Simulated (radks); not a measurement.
Q: Neutral copper, 29 electrons, occupied as [Ar] 3d10 4s1. Calculated with a radial shooting solver on a logarithmic mesh with Libxc functionals: scalar-relativistic Kohn-Sham, LDA (Slater exchange, Perdew-Wang correlation), spin-polarised, spherical densities, point nucleus; open shells are filled with parallel spins first; hard spherical wall at 12 bohr. Some entries of the table are withheld. Estimate them.

orbital,occ.,eigenvalue (eV),<r^2> (bohr^2),<1/r> (bohr^-1)
1s up,1,-8833.305,0.003667,29.11
1s down,1,-8833.269,0.003667,29.11
2s down,1,-1060.334,0.06553,6.315
2s up,1,-1060.308,0.06553,6.316
2p down,3,-916.3608,0.05239,6.205
2p up,3,-916.3468,0.05239,6.205
3s down,1,-114.0968,0.5887,1.996
3s up,1,-114.0698,0.5893,1.996
3p down,3,-71.9704,0.6663,1.844
3p up,3,-71.9603,0.6680,1.843
3d up,5,-5.3343,1.615,1.361
3d down,5,-5.1805,1.526,1.378
4s up,1,(1),(2),0.4529
4s down,0,(3),(4),0.4480
4p up,0,-0.9475,21.90,0.2952
4p down,0,-0.3875,25.67,0.2725
5s up,0,(5),52.23,0.1887
5s down,0,(6),53.49,0.1881
4d up,0,2.0031,51.87,0.1717
4d down,0,2.1523,54.10,0.1630

A: 
(1) 4s up eigenvalue (eV): -5.1782
(2) 4s up <r^2> (bohr^2): 9.664
(3) 4s down eigenvalue (eV): -4.3727
(4) 4s down <r^2> (bohr^2): 10.14
(5) 5s up eigenvalue (eV): 0.8938
(6) 5s down eigenvalue (eV): 1.0532
